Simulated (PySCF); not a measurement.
Molecule: `InChI=1S/C2H3BF2S/c4-3(5)2-1-6-2/h2H,1H2/t2-/m0/s1`.

Cartesian coordinates in Å; atom numbers follow the order of the lines, from 1:
```xyz
9

F     1.8841    1.4618   -0.9309
B     1.1719    0.3911   -0.6349
F     1.5649   -0.7626   -1.1425
C    -0.0851    0.4917    0.2707
C    -0.8685   -0.7311    0.5615
S    -1.5508    0.2212   -0.8091
H    -0.1906    1.3457    0.9482
H    -0.4350   -1.6993    0.2904
H    -1.4772   -0.7353    1.4707
```

Geometry PBE0-D3(BJ)/def2-SVP throughout; GIAO in PySCF 2.14.0 with density-fitted response routines, gas phase, one conformer, non-relativistic; equivalent atoms averaged; basis pcSseg-2.

Q: How do the shifts δ (against CFCl3, BF3·OEt2, TMS, CS2 at the same level) depend on the functional? (ppm; last column core-seconds on shared hosts with different chips, so compare them loosely; the GGAs took longer than the global hybrids here, which isn't the general rule, and the cause wasn't traced)

A: 
| functional | kind | F1/F3 | B2 | C5 | C4 | S6 | H8 | H9 | H7 | core-s |
| --- | --- | --- | --- | --- | --- | --- | --- | --- | --- | --- |
| HF | Hartree–Fock | -69.6 | 25.2 | 20.8 | 9.0 | -269.4 | 2.49 | 2.47 | 1.82 | 16 |
| LDA | LDA | -106.7 | 25.7 | 27.7 | 18.1 | -165.3 | 2.74 | 2.77 | 2.33 | 29 |
| PBE | GGA | -109.5 | 24.4 | 27.4 | 16.7 | -168.7 | 2.68 | 2.72 | 2.19 | 42 |
| BLYP | GGA | -112.2 | 24.7 | 27.6 | 16.7 | -153.8 | 2.69 | 2.72 | 2.17 | 41 |
| BP86 | GGA | -110.4 | 24.2 | 27.7 | 17.1 | -168.6 | 2.68 | 2.70 | 2.17 | 43 |
| OPBE | GGA | -106.5 | 22.8 | 27.5 | 16.3 | -183.6 | 2.64 | 2.68 | 2.15 | 44 |
| KT2 | GGA | -123.4 | 22.5 | 25.7 | 14.8 | -177.2 | 2.70 | 2.73 | 2.17 | 52 |
| KT3 | GGA | -120.1 | 22.3 | 26.1 | 14.6 | -174.2 | 2.67 | 2.71 | 2.13 | 35 |
| B97-D | GGA | -113.4 | 23.1 | 27.5 | 16.4 | -168.2 | 2.67 | 2.70 | 2.12 | 34 |
| B3LYP | global hybrid | -99.3 | 25.5 | 26.4 | 15.5 | -181.9 | 2.64 | 2.66 | 2.09 | 23 |
| PBE0 | global hybrid | -96.1 | 24.7 | 26.1 | 15.5 | -204.2 | 2.64 | 2.63 | 2.11 | 31 |
| mPW1PW91 | global hybrid | -95.6 | 24.7 | 26.4 | 15.8 | -203.9 | 2.64 | 2.63 | 2.10 | 32 |
| WP04 | global hybrid | -106.8 | 24.8 | 29.8 | 18.4 | -164.3 | 2.66 | 2.61 | 2.09 | 33 |
| B97-2 | global hybrid | -100.4 | 23.8 | 26.4 | 15.5 | -200.4 | 2.64 | 2.63 | 2.08 | 32 |
| BHandHLYP | global hybrid | -87.2 | 25.5 | 24.6 | 13.6 | -221.0 | 2.61 | 2.58 | 2.02 | 31 |
| CAM-B3LYP | range-separated hybrid | -87.5 | 25.9 | 25.3 | 14.7 | -193.9 | 2.63 | 2.61 | 2.08 | 40 |
| wB97X-D | range-separated hybrid | -91.7 | 24.4 | 26.2 | 15.2 | -203.0 | 2.61 | 2.58 | 2.03 | 41 |
| LC-wPBE | range-separated hybrid | -70.8 | 25.9 | 24.9 | 14.2 | -209.8 | 2.58 | 2.53 | 2.03 | 47 |

Q: Which nucleus moves most, in ppm?

A: S6 (sulfide sulfur): from -269.4 ppm with HF to -153.8 ppm with BLYP. The smallest spread is 0.25 ppm, at H8. Proton shifts span only some 12 ppm, so a few tenths of a ppm matter as much there as several ppm in carbon.
